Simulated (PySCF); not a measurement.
Compound: C6H7N2 (doublet state).
Geometry (GFN2-xTB, Å), atoms numbered from 1 in this order:
```xyz
15
C6H7N2 angstrom
H      2.0339   -1.9450   -1.0047
N      1.2519   -2.0004   -0.3566
C      0.5939   -0.9504   -0.1868
C      0.7745    0.4595   -0.7245
C     -0.2938    1.2233    0.1246
C     -0.1855    0.4277    1.3885
C     -0.5812   -0.8807    0.7977
N     -1.7391   -0.5665   -0.0360
C     -1.5836    0.6356   -0.3988
H      1.7798    0.8205   -0.5016
H      0.6092    0.5311   -1.8022
H     -0.1904    2.3028    0.1489
H      0.5088    0.5854    2.1893
H     -0.7163   -1.7651    1.4073
H     -2.2667    1.1302   -1.0670
```

The hyperfine couplings belong to this conformer and change with its torsions.

The species is `[H]/N=C1\C[C@@H]2[CH][C@H]1N=C2` [radical].

Level of theory: UKS B3LYP, pcH-1 on C H N, non-relativistic, mean-field spin-orbit, GIAO in PySCF 2.14.0. Geometry: GFN2-xTB; no solvent, vibrations or thermal averaging. The geometry wasn't refined by DFT: couplings that depend on bond lengths, twists or pyramidal angles can differ widely from those at the functional's own minimum. The SCF solution wasn't tested for stability.

Principal values of hyperfine tensors in MHz (contact and dipolar terms together), for some of the nuclei:

| atom | isotope | A1 | A2 | A3 |
| --- | --- | --- | --- | --- |
| C6 | 13C | 72.61 | 74.13 | 304.71 |
| C3 | 13C | 59.04 | 66.01 | 76.79 |
| H13 | 1H | -83.74 | -48.06 | -9.37 |
| C4 | 13C | 37.61 | 39.29 | 54.85 |
| H11 | 1H | 22.37 | 24.52 | 31.27 |
| C7 | 13C | -24.96 | -23.22 | -19.90 |
| C5 | 13C | -22.87 | -22.00 | -17.85 |
| H12 | 1H | 5.80 | 7.36 | 19.15 |

(1) Split each tensor into its isotropic and traceless parts, and turn a_iso into mT with g = 2.0027.

(2) What spin density at the nucleus of H13 lies behind its contact coupling (g_N = 5.58569)?

(3) C9 (13C, g_N = 1.40482) isn't in the table. Its spin density at the nucleus is 0.01612 bohr⁻³. What is its contact coupling?

(4) Name the largest traceless tensor T of the table and describe it.

(5) What first-order splitting does C3 cause when the field lies along A1, A2 or A3 of its tensor (g taken as isotropic, no quadrupole term)?

Answers

(1) a_iso = (A1 + A2 + A3)/3, Ti = Ai − a_iso; 1 mT corresponds to 28.030 MHz.

```tsv
atom	a_iso (MHz)	a_iso (mT)	T1	T2	T3
C6	150.48	5.369	-77.88	-76.36	154.23
C3	67.28	2.400	-8.24	-1.27	9.51
H13	-47.06	-1.679	-36.68	-1.00	37.69
C4	43.92	1.567	-6.31	-4.62	10.93
H11	26.05	0.929	-3.68	-1.53	5.22
C7	-22.70	-0.810	-2.27	-0.52	2.79
C5	-20.91	-0.746	-1.96	-1.09	3.06
H12	10.77	0.384	-4.97	-3.41	8.38
```

(2) a_FC = (2μ0/3) gₑ μB g_N μN ρ(0)/(2S·h) = 800.24 MHz × g_N × ρ(0)/(2S), with ρ in bohr⁻³. With a_FC = -47.06 MHz and 2S = 1, ρ(0) = -0.01053 bohr⁻³. In magnitude that is 3.3 % of the 1/π = 0.318 of a free hydrogen atom.

(3) By the same relation, a_FC = 18.13 MHz. Its full tensor has the principal values 15.58, 16.92, 21.88 MHz.

(4) C6: -77.9, -76.4, 154.2 MHz, axial, in the ratio −1:−1:+2, the form that spin in one p orbital centred on that nucleus gives.

(5) 2 lines (I = 1/2), spaced by |A_i|/(g × 13.996): 2.11, 2.36, 2.74 mT along the axes of A1, A2 and A3.

Time: 64 s (with the writing of density and orbital grids); peak memory 1.1 GiB. Hardware: Arm Neoverse V1, one thread, no GPU, shared host with 32 logical CPUs at a one-minute load of 12.
